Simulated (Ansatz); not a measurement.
Cartesian coordinates (Å):
```xyz
9

C     -0.9312     0.4195     0.0165
C      0.2610    -0.4963     0.2779
C      1.4496    -0.0827    -0.4518
N      2.3798     0.2584    -1.0348
H     -1.1918     0.4270    -1.0424
H     -1.7963     0.0717     0.5827
H     -0.7095     1.4435     0.3190
H      0.5088    -0.5154     1.3430
H      0.0294    -1.5257    -0.0100
```
Charge +1, spin multiplicity 2.

Calculation: Ansatz (a quantum-chemistry and plane-wave program) with frozen-core CCSD(T)/cc-pVTZ // PBE0-D4/def2-TZVP. The geometry is that of the parent before the electron was removed.

| Quantity | Value |
|---|---|
| HF energy | -170.62860 Ha |
| MP2 correlation energy | -0.61639 Ha |

Question: Estimate the CCSD correlation energy, the (T) correction, the total energy and the T1 diagnostic.

Answer: 
```yaml
CCSD correlation energy: -0.66028 Ha
"(T) correction": -0.02879 Ha
CCSD(T) total energy: -171.31767 Ha
T1 diagnostic: 0.033
```
